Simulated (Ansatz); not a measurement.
# Stretch profile

C₂H₄BN (SMILES CB=C=N), singlet, at its PBE0-D4/def2-TZVP minimum:

```xyz
8
angstrom
C 0.7448 1.1451 0.6266
B 0.0949 -0.0760 -0.0055
C -0.5570 -1.1651 -0.5503
N -1.0566 -2.2206 -0.9725
H 0.6663 2.0571 0.0301
H 1.7809 0.9910 0.9370
H 0.1705 1.3282 1.5478
H -1.8437 -2.0597 -1.6132
```

The bond length C1–B2 (1.521 Å at the minimum) is set to the values below, the two halves moving rigidly along the bond. Each method's energies count from its own value at the PBE0-D4 minimum structure. Computed with Ansatz 0.2.0 (basis: def2-TZVPP); correlated methods freeze the cores.

CCSD(T) energies along the scan:
```
bond length (Å)  CCSD(T) (kcal/mol)
          1.308               24.08
          1.353               14.27
          1.418                5.25
          1.495                0.49
          1.580                0.48
          1.671                4.50
          1.768               11.65
          1.870               20.98
          1.977               31.69
```
They count from the CCSD(T) energy at the PBE0-D4 minimum.

Minimum and curvature along this coordinate at CCSD(T): A fifth-order fit through the nearest points gives 1.536 Å, with a curvature of about 27 eV/Å².

Treat the two halves as rigid bodies and work out the harmonic wavenumber of this stretch from that curvature (ν̃ = 521.5 √(k/μ) cm⁻¹ with k in eV/Å² and μ in u).

The halves weigh 15.04 and 37.84 u, so μ = 15.04 × 37.84/52.88 = 10.762 u and ν̃ = 521.5 √(27/10.762) ≈ 830 cm⁻¹. A true normal mode mixes in other motions, so this is a guide only.

Largest difference from the CCSD(T) curve over the scan: PBE-D4 2.54; r2SCAN-D4 3.01; PBE0-D4 3.02; wB97M-V 2.34 kcal/mol. Each curve counts from its own value at the minimum.

No T1 diagnostic of these runs exceeds 0.016. The restricted Hartree–Fock reference is unstable towards an unrestricted one here.

For scale, one of the runs: CCSD(T)/def2-TZVPP, 180 basis functions (an equivalent command: `ansatz run in.yaml --threads 2`). Hardware: 2 CPU threads, shared host. Wall time 36 s; peak host memory 1.8 GiB.
